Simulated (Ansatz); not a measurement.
`C[Si](O)(O)[SiH3]` + H–F → `O[Si](O)(F)[SiH3]` + CH₄  (ligand exchange at the Si–C bond)

Program: Ansatz. Geometries: PBE0-D4/def2-TZVP. ΔE: electronic, gas phase. CCSD(T)/CBS is the MP2 limit (def2-TZVPP, def2-QZVPP) plus CCSD(T) − MP2 in def2-TZVPP, frozen cores. This one scheme is used for every species. Functionals use def2-TZVPP. B3LYP here is the variant with VWN-RPA as its local correlation; programs differ in this. HSE06 is defined as in plane-wave codes. One conformer a species, not always the lowest.

```
             level  ΔE (kJ/mol)  difference from CCSD(T)/CBS
       LDA (SPW92)       -152.7                          6.3
            PBE-D4       -151.0                          8.0
         revPBE-D4       -147.3                         11.7
           BLYP-D4       -163.4                         -4.4
         r2SCAN-D4       -166.1                         -7.1
            B97M-V       -171.1                        -12.1
           PBE0-D4       -153.4                          5.6
          B3LYP-D4       -165.6                         -6.6
        r2SCANh-D4       -165.5                         -6.5
        r2SCAN0-D4       -164.9                         -5.9
          HSE06-D4       -153.2                          5.8
          BHLYP-D4       -171.9                        -12.9
      CAM-B3LYP-D4       -170.7                        -11.7
           ωB97X-V       -163.5                         -4.5
           ωB97M-V       -162.7                         -3.7
            B2PLYP       -169.7                        -10.7
          PBE-QIDH       -159.2                         -0.2
               PBE       -155.7                          3.3
            revPBE       -156.4                          2.6
              BLYP       -172.4                        -13.4
            r2SCAN       -167.5                         -8.5
              PBE0       -157.6                          1.4
           r2SCAN0       -166.7                         -7.7
             HSE06       -157.2                          1.8
             BHLYP       -177.9                        -18.9
         CAM-B3LYP       -175.1                        -16.1
           LC-ωPBE       -161.4                         -2.4
      MP2/def2-SVP       -160.1                         -1.1
     CCSD/def2-SVP       -161.7                         -2.7
  CCSD(T)/def2-SVP       -159.5                         -0.5
     HF/def2-TZVPP       -186.8                        -27.8
    MP2/def2-TZVPP       -158.6                          0.4
SCS-MP2/def2-TZVPP       -164.5                         -5.5
   CCSD/def2-TZVPP       -163.2                         -4.2
CCSD(T)/def2-TZVPP       -159.8                         -0.8
     HF/def2-QZVPP       -188.8                        -29.8
    MP2/def2-QZVPP       -158.9                          0.1
SCS-MP2/def2-QZVPP       -164.7                         -5.7
      HF/CBS(def2)       -189.0                        -30.0
     MP2/CBS(def2)       -157.9                          1.1
       CCSD(T)/CBS       -159.0                            0
```

Largest T1 diagnostic among the species: 0.013.

The D4 term adds +7.3 kJ/mol with B3LYP and +4.2 kJ/mol with PBE0; it sums over pairs of atoms, weighted by their polarisabilities, and B3LYP, whose exchange is more repulsive, gets the larger term. Leaving LDA and LC-ωPBE aside and taking each functional with its dispersion term where it has one, the values spread over 24.5 kJ/mol, from BHLYP-D4 to revPBE-D4. From BLYP to BHLYP (50 % exact exchange), in def2-TZVPP and without D4, ΔE moves by −5.5 kJ/mol.

CCSD(T)/CBS has its own doubt, a few kJ/mol and more with outer-core shells, so smaller differences from it don't rank the levels.
